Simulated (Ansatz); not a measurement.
`[SiH3][SnH3]` + `[AlH2][SH]` → `[AlH2][S][SnH3]` + SiH₄ at 600 K and 1 bar (cleavage of the Sn–Si bond).

Gas-phase electronic energies from Ansatz, PBE0-D4/def2-TZVP geometries. CCSD(T)/CBS is the MP2 limit (def2-TZVPP, def2-QZVPP) plus CCSD(T) − MP2 in def2-TZVPP, frozen cores. This one scheme is used for every species. def2 core potentials past Kr. For Sn outer-core shells are correlated without core-valence functions, which leaves a few kJ/mol of doubt a bond.

```json
{"species": "`[SiH3][SnH3]`", "CCSD(T)/CBS energy (Eh)": "-506.68362", "H − E (kJ/mol)": "166.8", "S (J/(mol·K))": "381.7"}
{"species": "`[AlH2][SH]`", "CCSD(T)/CBS energy (Eh)": "-641.61836", "H − E (kJ/mol)": "94.5", "S (J/(mol·K))": "317.9"}
{"species": "`[AlH2][S][SnH3]`", "CCSD(T)/CBS energy (Eh)": "-856.85532", "H − E (kJ/mol)": "152.4", "S (J/(mol·K))": "439.8"}
{"species": "SiH₄", "CCSD(T)/CBS energy (Eh)": "-291.46306", "H − E (kJ/mol)": "108.7", "S (J/(mol·K))": "242.3"}
```

H − E and S are ideal-gas, rigid-rotor, harmonic terms from PBE0-D4/def2-TZVP. 1 Eh = 2625.50 kJ/mol, R = 8.31446 J/(mol·K).

Problem. By hand: ΔE, ΔH, ΔS and ΔG.

Solution. ΔE = (-856.85532) + (-291.46306) − (-506.68362) − (-641.61836) = -0.01640 Eh = -43.1 kJ/mol. Δ(H − E) = 152.4 + 108.7 − 166.8 − 94.5 = -0.2, so ΔH = -43.3 kJ/mol. ΔS = 439.8 + 242.3 − 381.7 − 317.9 = -17.5 J/(mol·K). ΔG = -43.3 − 600 × (-17.5)/1000 = -32.8 kJ/mol.

Problem. By hand: the equilibrium constant, and the temperature at which ΔG would vanish if ΔH and ΔS stayed fixed.

Solution. log₁₀ K = −ΔG/(RT ln 10) = 2.9. ΔG = 0 at ΔH/ΔS = 2474 K, though so small a ΔS makes that figure unsure.

ΔH outweighs TΔS. A doubt of 5 kJ/mol in ΔE shifts log₁₀ K by 0.4 here. Modes under 60 cm⁻¹, often nearly free rotors, make the harmonic entropy too high. These are equilibria of isolated gas molecules and say nothing of rates. Largest T1 diagnostic: 0.013 (customary marks: 0.02 for closed shells, 0.045 for open ones).
